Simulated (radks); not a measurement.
Results of a calculation; reference values are marked as such.
Question: The mean radii <r> (bohr) of the occupied orbitals of an atom or ion are listed with their occupations. Code: a radial shooting solver on a logarithmic mesh with Libxc functionals. Model: scalar-relativistic Kohn-Sham, PBEsol, spin-unpolarised, spherical densities, finite nucleus; Fermi nuclear charge, rms radius of each element as measured or else 0.836 A^(1/3) + 0.57 fm.

| orbital | occ. | <r> |
|---|---|---|
| 1s | 2 | 0.09106 |
| 2s | 2 | 0.4448 |
| 2p | 6 | 0.4073 |
| 3s | 2 | 1.537 |
| 3p | 5 | 1.843 |

Name the element and its charge.

Answer: Z = 17, chlorine, charge 0: Cl in [Ne] 3s2 3p5. The 1s radius gives Z: for a bare nucleus <r> = (2 gamma + 1)/(2Z) with gamma = sqrt(1 - (Z/c)^2), 0.08778 bohr for Z = 17, and screening makes it slightly larger (0.09106 here). The occupations add up to 17, and the charge is Z minus that.
